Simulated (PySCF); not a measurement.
## Electron correlation in Ru⁻ (ruthenium, charge -1)

[Kr] 4d7 5s2, high-spin 4F determinant. Computed with PySCF 2.14 in aug-cc-pwCVTZ-DK, with the spin-free X2C one-electron Hamiltonian (Gaussian nucleus). Frozen: [Kr]; 9 electrons correlated.

MP2 pair energies summed by pair of shells (mhartree):

```tsv
pair	energy	share (%)
4d-4d	-168.84	74.9
4d-5s	-43.92	19.5
5s-5s	-12.59	5.6
```

Total MP2 correlation energy: -225.34 mhartree.

Same-spin part -89.91 and opposite-spin part -135.43 mhartree; SCS-MP2 scales them by 1/3 and 6/5 to -192.49 mhartree.

The Hartree-Fock reference does not bind the outermost electron (its level is positive or very diffuse), so these energies belong to a reference that the basis holds together.
